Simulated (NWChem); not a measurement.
System: C₂HBrCl₂; SMILES C(Br)=C(Cl)Cl

Parts of the log:

```
             Northwest Computational Chemistry Package (NWChem) 7.3.0
             --------------------------------------------------------

 CS  symmetry detected

                             Geometry "geometry" -> ""
                             -------------------------

 Output coordinates in angstroms (scale by  1.889725989 to convert to a.u.)

  No.       Tag          Charge          X              Y              Z
 ---- ---------------- ---------- -------------- -------------- --------------
    1 Cl                  17.0000     1.60345568     1.00644944     0.00000000
    2 C                    6.0000    -0.10752810     0.98031003     0.00000000
    3 Cl                  17.0000    -0.87294392     2.52382306     0.00000000
    4 C                    6.0000    -0.84499382    -0.13706521     0.00000000
    5 Br                  35.0000    -0.13628224    -1.85706244     0.00000000
    6 H                    1.0000    -1.93369027    -0.07691612     0.00000000

 Effective nuclear repulsion energy (a.u.)     451.1377713132

      Symmetry information
      --------------------

 Group name             Cs
 Group number              2
 Group order               2
 No. of unique centers     6

  xc_inp: hfexch multiplicative factor not found.

                                 NWChem DFT Module
                                 -----------------

 Summary of "ao basis" -> "ao basis" (spherical)
 ------------------------------------------------------------------------------
       Tag                 Description            Shells   Functions and Types
 ---------------- ------------------------------  ------  ---------------------
 Cl                          6-31g*                  8       18   4s3p1d
 C                           6-31g*                  6       14   3s2p1d
 Br                          6-31g*                 12       32   5s4p3d
 H                           6-31g*                  2        2   2s

      Symmetry analysis of basis
      --------------------------

        a'         70
        a"         28

            General Information
            -------------------
          SCF calculation type: DFT
          Wavefunction type:  closed shell.
          No. of atoms     :     6
          No. of electrons :    82
           Alpha electrons :    41
            Beta electrons :    41
          Charge           :     0
          Spin multiplicity:     1
          Use of symmetry is: off; symmetry adaption is: on
          Maximum number of iterations: 150
          AO basis - number of functions:    98
                     number of shells:    42
          Convergence on energy requested:  1.00D-06
          Convergence on density requested:  1.00D-05
          Convergence on gradient requested:  5.00D-04

              XC Information
              --------------
                     Hartree-Fock (Exact) Exchange  1.000

      Superposition of Atomic Density Guess
      -------------------------------------

 Sum of atomic energies:       -3566.80718480

      Non-variational initial energy
      ------------------------------

 Total energy =   -3568.568055
 1-e energy   =   -5853.152865
 2-e energy   =    1833.447039
 HOMO         =      -0.227151
 LUMO         =       0.037556

      Symmetry analysis of molecular orbitals - initial
      -------------------------------------------------

  Numbering of irreducible representations:

     1 a'          2 a"

  Orbital symmetries:

     1 a'          2 a'          3 a'          4 a'          5 a'
     6 a'          7 a"          8 a'          9 a'         10 a'
    11 a'         12 a'         13 a'         14 a'         15 a'
    16 a"         17 a'         18 a"         19 a'         20 a'
    21 a"         22 a'         23 a'         24 a"         25 a'
    26 a"         27 a'         28 a'         29 a'         30 a'
    31 a'         32 a'         33 a'         34 a"         35 a'
    36 a"         37 a'         38 a"         39 a'         40 a'
    41 a"         42 a'         43 a"         44 a'         45 a'
    46 a'         47 a'         48 a'         49 a'         50 a'
    51 a"

   convergence    iter        energy       DeltaE   RMS-Dens  Diis-err
 ---------------- ----- ----------------- --------- --------- ---------
 d= 0,ls=0.0,diis     1  -3567.2443895464 -4.02D+03  1.01D-02  5.24D-01
 d= 0,ls=0.0,diis     2  -3567.2980536375 -5.37D-02  4.65D-03  2.61D-01
 d= 0,ls=0.0,diis     3  -3567.3309449019 -3.29D-02  1.59D-03  5.22D-03
 d= 0,ls=0.0,diis     4  -3567.3326196371 -1.67D-03  3.73D-04  6.20D-04
 d= 0,ls=0.0,diis     5  -3567.3327479344 -1.28D-04  1.84D-04  6.46D-05
  Resetting Diis
 d= 0,ls=0.0,diis     6  -3567.3327715602 -2.36D-05  5.82D-05  1.21D-05
 d= 0,ls=0.0,diis     7  -3567.3327744663 -2.91D-06  1.33D-05  8.44D-07
 d= 0,ls=0.0,diis     8  -3567.3327747164 -2.50D-07  5.84D-06  2.80D-07

         Total DFT energy =    -3567.332774716388
      One electron energy =    -5853.575370611285
           Coulomb energy =     1990.554921429967
    Exchange-Corr. energy =     -155.450096848243
 Nuclear repulsion energy =      451.137771313172

 Numeric. integr. density =        0.000000000000

                  Occupations of the irreducible representations
                  ----------------------------------------------

                     irrep           alpha         beta
                     --------     --------     --------
                     a'               31.0         31.0
                     a"               10.0         10.0

                       DFT Final Molecular Orbital Analysis
                       ------------------------------------

 Vector   39  Occ=2.000000D+00  E=-4.691317D-01  Symmetry=a'
              MO Center=  2.0D-01,  1.5D+00,  6.7D-14, r^2= 4.2D+00
   Bfn.  Coefficient  Atom+Function         Bfn.  Coefficient  Atom+Function
  ----- ------------  ---------------      ----- ------------  ---------------
    39     -0.519613  3 Cl px                 8      0.480232  1 Cl py
    43     -0.283735  3 Cl px                12      0.265578  1 Cl py
    75     -0.209692  5 Br px                35      0.198503  3 Cl px
     4     -0.183330  1 Cl py                40     -0.124832  3 Cl py
     7     -0.113242  1 Cl px                71      0.093246  5 Br px

 Vector   40  Occ=2.000000D+00  E=-4.302238D-01  Symmetry=a'
              MO Center= -7.4D-02, -1.5D+00, -7.5D-15, r^2= 2.7D+00
   Bfn.  Coefficient  Atom+Function         Bfn.  Coefficient  Atom+Function
  ----- ------------  ---------------      ----- ------------  ---------------
    75      0.701737  5 Br px                71     -0.310449  5 Br px
    79      0.310580  5 Br px                76      0.265510  5 Br py
     8      0.215151  1 Cl py                24     -0.144748  2 C  s
    80      0.121074  5 Br py                12      0.117486  1 Cl py
    72     -0.117011  5 Br py                98      0.100010  6 H  s

[...]

                                NWChem TDDFT Module
                                -------------------

            General Information
            -------------------
           No. of orbitals :     196
            Alpha orbitals :      98
             Beta orbitals :      98
        Alpha frozen cores :       0
         Beta frozen cores :       0
     Alpha frozen virtuals :       0
      Beta frozen virtuals :       0
         Spin multiplicity :       1
    Number of AO functions :      98
        Use of symmetry is : off
      Symmetry adaption is : on
         Schwarz screening :  0.10D-07

              XC Information
              --------------
              Hartree-Fock (Exact) Exchange   1.00

             TDDFT Information
             -----------------
          Calculation type : TDHF
         Wavefunction type : Restricted singlets
          No. of electrons :      82
           Alpha electrons :      41
            Beta electrons :      41
              No. of roots :       8
          Max subspacesize :    5600
            Max iterations :     100
               Target root :       1
           Target symmetry : none
      Symmetry restriction : off
                 Algorithm : Optimal
        Davidson threshold :  0.10D-03

    8 smallest eigenvalue differences (eV)
--------------------------------------------------------
  No. Spin  Occ  Vir  Irrep   E(Occ)    E(Vir)   E(Diff)
--------------------------------------------------------
    1    1   41   42 a'       -0.361     0.118    13.023
    2    1   41   43 a"       -0.361     0.137    13.552
    3    1   41   44 a"       -0.361     0.162    14.238
    4    1   40   42 a"       -0.430     0.118    14.906
    5    1   40   43 a'       -0.430     0.137    15.436
    6    1   41   45 a"       -0.361     0.207    15.444
    7    1   39   42 a"       -0.469     0.118    15.965
    8    1   38   42 a'       -0.471     0.118    16.007
--------------------------------------------------------

  Entering Davidson iterations
  Restricted singlet excited states

  Iter   NTrls   NConv    DeltaV     DeltaE      Time
  ----  ------  ------  ---------  ---------  ---------
    1      8       0     0.31E+00   0.10+100       18.6
    2     24       0     0.80E-01   0.34E-01       16.3
    3     40       0     0.47E-01   0.13E-01       18.9
    4     56       0     0.42E-01   0.11E-01       17.5
    5     72       0     0.40E-01   0.61E-02       19.2
    6     88       0     0.21E+00   0.56E-02       20.9
    7    104       2     0.69E-01   0.18E-01       18.3
    8    116       5     0.43E-01   0.31E-02       18.5
    9    122       5     0.70E-01   0.35E-02       15.5
   10    127       6     0.39E-01   0.68E-02       17.7
   11    131       6     0.11E-01   0.49E-03       15.2
   12    135       6     0.29E-02   0.36E-04       16.3
   13    139       6     0.84E-03   0.23E-05       17.0
   14    143       7     0.21E-03   0.16E-06       17.0
   15    145       8     0.69E-04   0.80E-08       15.4
  ----  ------  ------  ---------  ---------  ---------
  Convergence criterion met

  Ground state a'      -3567.332774716388 a.u.

  ----------------------------------------------------------------------------
  Root   1 singlet a"             0.229430700 a.u.                6.2431 eV
  ----------------------------------------------------------------------------
     Transition Moments    X  0.00000   Y  0.00000   Z -0.05094
     Dipole Oscillator Strength                    0.0003968299
     Electric Quadrupole                           0.0000000093
     Magnetic Dipole                               0.0000001715
     Total Oscillator Strength                     0.0003970107

     Occ.   34  a"  ---  Virt.   43  a'   0.09119 X
     Occ.   37  a"  ---  Virt.   44  a'   0.11863 X
     Occ.   38  a"  ---  Virt.   43  a'  -0.10245 X
     Occ.   38  a"  ---  Virt.   45  a'   0.11694 X
     Occ.   38  a"  ---  Virt.   46  a'  -0.05704 X
     Occ.   41  a"  ---  Virt.   43  a'  -0.94991 X
     Occ.   41  a"  ---  Virt.   45  a'  -0.14584 X
     Occ.   41  a"  ---  Virt.   51  a'  -0.10441 X
  ----------------------------------------------------------------------------
  Root   2 singlet a'             0.254746303 a.u.                6.9320 eV
  ----------------------------------------------------------------------------
     Transition Moments    X  0.64772   Y  1.77088   Z  0.00000
     Dipole Oscillator Strength                    0.6038455023
     Electric Quadrupole                           0.0000000864
     Magnetic Dipole                               0.0000013312
     Total Oscillator Strength                     0.6038469199

     Occ.   34  a"  ---  Virt.   42  a"  -0.11054 X
     Occ.   38  a"  ---  Virt.   42  a"  -0.10455 X
     Occ.   41  a"  ---  Virt.   42  a"   0.97865 X
     Occ.   41  a"  ---  Virt.   42  a"  -0.05512 Y
  ----------------------------------------------------------------------------
  Root   3 singlet a"             0.269205396 a.u.                7.3255 eV
  ----------------------------------------------------------------------------
     Transition Moments    X -0.00000   Y -0.00000   Z  0.15605
     Dipole Oscillator Strength                    0.0043706022
     Electric Quadrupole                           0.0000000069
     Magnetic Dipole                               0.0000000975
     Total Oscillator Strength                     0.0043707066

     Occ.   37  a"  ---  Virt.   43  a'  -0.16955 X
     Occ.   37  a"  ---  Virt.   44  a'   0.08715 X
     Occ.   37  a"  ---  Virt.   45  a'  -0.14834 X
     Occ.   37  a"  ---  Virt.   46  a'   0.09934 X
     Occ.   38  a"  ---  Virt.   43  a'   0.05380 X
     Occ.   38  a"  ---  Virt.   44  a'  -0.26205 X
     Occ.   38  a"  ---  Virt.   45  a'  -0.05545 X
     Occ.   41  a"  ---  Virt.   44  a'   0.91515 X
     Occ.   41  a"  ---  Virt.   55  a'  -0.05870 X
  ----------------------------------------------------------------------------
  Root   4 singlet a'             0.278721691 a.u.                7.5844 eV
  ----------------------------------------------------------------------------
     Transition Moments    X -0.08034   Y -0.13239   Z  0.00000
     Dipole Oscillator Strength                    0.0044561334
     Electric Quadrupole                           0.0000000076
     Magnetic Dipole                               0.0000007442
     Total Oscillator Strength                     0.0044568851

     Occ.   36  a'  ---  Virt.   43  a'   0.05589 X
     Occ.   39  a'  ---  Virt.   43  a'   0.18709 X
     Occ.   39  a'  ---  Virt.   45  a'  -0.06746 X
     Occ.   40  a'  ---  Virt.   43  a'  -0.93641 X
     Occ.   40  a'  ---  Virt.   44  a'  -0.12825 X
     Occ.   40  a'  ---  Virt.   45  a'   0.15364 X
     Occ.   40  a'  ---  Virt.   46  a'  -0.11092 X
     Occ.   40  a'  ---  Virt.   51  a'  -0.11383 X
  ----------------------------------------------------------------------------
  Root   5 singlet a"             0.296566471 a.u.                8.0700 eV
  ----------------------------------------------------------------------------
     Transition Moments    X  0.00000   Y  0.00000   Z  0.06837
     Dipole Oscillator Strength                    0.0009241660
     Electric Quadrupole                           0.0000000018
     Magnetic Dipole                               0.0000002706
     Total Oscillator Strength                     0.0009244384

     Occ.   34  a"  ---  Virt.   43  a'   0.06488 X
     Occ.   34  a"  ---  Virt.   46  a'   0.05104 X
     Occ.   37  a"  ---  Virt.   43  a'  -0.14564 X
     Occ.   37  a"  ---  Virt.   44  a'   0.30720 X
     Occ.   37  a"  ---  Virt.   45  a'   0.05424 X
     Occ.   38  a"  ---  Virt.   43  a'   0.54645 X
     Occ.   38  a"  ---  Virt.   44  a'   0.18314 X
     Occ.   38  a"  ---  Virt.   45  a'   0.09535 X
     Occ.   38  a"  ---  Virt.   51  a'   0.05352 X
     Occ.   41  a"  ---  Virt.   43  a'   0.09935 X
     Occ.   41  a"  ---  Virt.   45  a'  -0.69095 X
     Occ.   41  a"  ---  Virt.   46  a'   0.14002 X
     Occ.   41  a"  ---  Virt.   55  a'   0.05678 X
     Occ.   41  a"  ---  Virt.   56  a'  -0.06487 X
  ----------------------------------------------------------------------------
  Root   6 singlet a'             0.315990478 a.u.                8.5985 eV
  ----------------------------------------------------------------------------
     Transition Moments    X  0.19187   Y  0.00812   Z -0.00000
     Dipole Oscillator Strength                    0.0077689133
     Electric Quadrupole                           0.0000002164
     Magnetic Dipole                               0.0000022731
     Total Oscillator Strength                     0.0077714028

[...]
```

Level: Hartree-Fock/6-31G* (spherical d), TDHF. Geometry: optimised at PBE0/def2-SVP.

### Question
Reconstruct the input file.

### Answer
This is not unique; one that fits is the input that was run:
```
start job
memory heap 200 mb stack 900 mb global 1100 mb
geometry units angstroms noautoz
  Cl     1.604148     0.985357     0.000000
  C     -0.107008     0.975665     0.000000
  Cl    -0.857552     2.526464     0.000000
  C     -0.855180    -0.134570     0.000000
  Br    -0.163034    -1.861300     0.000000
  H     -1.943248    -0.063959     0.000000
end
basis spherical
  Cl library 6-31g*
  C library 6-31g*
  Br library 6-31g*
  H library 6-31g*
end
dft
  xc hfexch
  iterations 150
end
tddft
  nroots 8
  notriplet
end
task tddft energy
```
